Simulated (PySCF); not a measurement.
A GIAO shielding run with PySCF 2.14.0 with density-fitted response routines (density fitting, non-relativistic, gas phase) on SMILES C([C@](C)(F)[SiH3])(=S)CF, C₄H₈F₂SSi:

```
$ OMP_NUM_THREADS=1 python probes_run.py task.json out

{"job": {"kind": "nmr", "xc": "PBE0", "basis": "pcSseg-1"}, "charge": 0, "multiplicity": 1}
C     -0.820700     1.438437     0.946223
C     -0.189464     0.150774     0.441794
F      0.282562    -0.568154     1.539480
Si    -1.552251    -1.013822    -0.375252
C      0.880763     0.344442    -0.539694
S      0.822840     1.513606    -1.674878
C      2.046515    -0.603213    -0.514772
F      1.642202    -1.913597    -0.468962
H     -0.064853     2.061345     1.423393
H     -1.254072     1.987867     0.116556
H     -1.594547     1.210360     1.674480
H     -2.565781    -1.114653     0.672127
H     -0.930601    -2.291466    -0.680294
H     -2.021706    -0.282870    -1.549057
H      2.663113    -0.481742    -1.409756
H      2.648382    -0.428371     0.387203
```

Hardware: 1 thread of an Intel Xeon, shared host. The job also computes population analyses, field gradients.

Problem. How large is the calculation?

Solution. 80 electrons, 190 basis functions and 1032 auxiliary functions.

Problem. How long does it take, and how much memory does it need?

Solution. 80 s of wall time, with 14 SCF cycles and 5 response iterations; peak memory 0.9 GiB. Times on a shared host scatter by some tens of per cent.
